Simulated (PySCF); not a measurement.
C₅H₁₂, SMILES CC(C)(C)C.

Coordinates come from a r2SCAN-D4/def2-SVP optimisation.

All values below come from PySCF 2.14.0 with r2SCAN-D4/def2-SVP.

Frequencies are harmonic and unscaled.

Modes within 1.5 cm⁻¹ of each other (mostly degenerate sets) share a row, with their intensities summed.

Computed vibrational spectrum:
```csv
mode,ν (cm⁻¹),IR (km/mol),moving atoms (share of kinetic energy)
1,206,0.0,H 100 %
2–4,290,0.0,H 98 %
5–6,330,0.0,"C 58 %, H 42 %"
7–9,415,0.1,"C 56 %, H 44 %"
10,743,0.0,"C 76 %, H 24 %"
11–13,935,2.9,"C 51 %, H 49 %"
14–16,942,0.0,"H 82 %, C 18 %"
17–18,1071,0.0,"H 70 %, C 30 %"
19–21,1266,17.5,"C 66 %, H 34 %"
22–24,1370,29.9,"H 75 %, C 25 %"
25,1407,0.0,"H 79 %, C 21 %"
26–28,1448,0.0,H 96 %
29–30,1458,0.0,H 97 %
31–33,1488,29.9,H 93 %
34–36,3015,116.2,H 97 %
37,3024,0.0,H 97 %
38–42,3112,0.0,"H 90 %, C 10 %"
43–45,3117,210.2,"H 91 %, C 9 %"
```
